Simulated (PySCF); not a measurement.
How methods differ on the excitation energy of Tc²⁺

Tc²⁺ [Kr] 4d5 (6S) → Tc²⁺ [Kr] 4d4 5p1 (high-spin determinant), as a difference of total energies. Calculation: PySCF 2.14, in aug-cc-pwCVTZ-PP with ECP28MDF; scalar relativity through the core potential. Correlated levels: valence: 4s2 4p6 frozen; valence and next inner shell: nothing frozen outside the core potential. The calculations carry no spin-orbit coupling.

| method | excitation energy (eV) |
| --- | --- |
| UHF | 11.184 |
| LDA | 10.879 |
| PBE | 10.856 |
| PBE0 | 11.115 |
| r2SCAN | 11.101 |
| BP86 | 10.815 |
| B3LYP | 10.908 |
| MP2 (valence) | 11.499 |
| SCS-MP2 (valence) | 11.289 |
| MP2 (valence and next inner shell) | 11.500 |
| SCS-MP2 (valence and next inner shell) | 11.376 |

Problem. How much does correlation contribute at MP2 (valence and next inner shell)?

Solution. 11.500 − (11.184) = 0.316 eV, measured against UHF.

The determinant of the upper state mixes LS terms, which raises its energy above the lowest term, most at the Hartree-Fock and MP2 levels.
